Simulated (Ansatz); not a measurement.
The first iterations of a band of CH6AsBOSi (11 atoms, charge 0, multiplicity 1).

Method: RKS r2SCAN/def2-SVP (Ansatz 0.2.0).

```
movable images  : 7
climbing image  : yes
spring          : 5.0 eV/Å²
optimiser       : quadratic models (default)
start path      : IDPP
force threshold : 0.05 eV/Å
iteration limit : 48
end points      : relaxed
```

Image 0:

```xyz
11
Properties=species:S:1:pos:R:3
O -2.094 0.504 0.871
Si -0.643 0.575 0.049
C 0.734 -0.233 1.062
B 1.337 -0.702 -0.294
As -0.226 -1.154 -1.532
H -2.891 0.633 0.341
H -0.368 1.958 -0.438
H 1.348 0.274 1.819
H 0.119 -1.024 1.537
H 2.472 -0.533 -0.669
H 0.276 -0.356 -2.724
```

Image 8:

```xyz
11
Properties=species:S:1:pos:R:3
O -2.146 0.888 0.641
Si -0.613 0.693 0.012
C 0.669 -0.268 1.044
B 1.296 -0.714 -0.310
As -0.266 -1.039 -1.578
H -2.693 0.096 0.701
H -0.183 2.060 -0.372
H 1.280 0.167 1.846
H 0.016 -1.063 1.458
H 2.451 -0.606 -0.642
H 0.254 -0.271 -2.779
```

| iteration | highest image above the first end (eV) | largest band force component (eV/Å) |
| --- | --- | --- |
| 1 | 0.033 | 0.265 |
| 2 | 0.016 | 0.198 |

**Question.** Does the band converge within its limit, and where does its top end?

**Answer.** It converged. It ended after 8 iterations with the highest image 0.006 eV above the first end. The top lies less than 8 meV above the higher end, about what the thresholds resolve: that end is a shoulder or a very shallow well. A vibrational analysis at the climbing image gives one clearly imaginary mode, 145i cm⁻¹: a first-order saddle point.

The run took 3 min on 2 threads of AMD EPYC 9R14 (Zen 4), with other jobs on the host, peak memory 0.21 GiB.
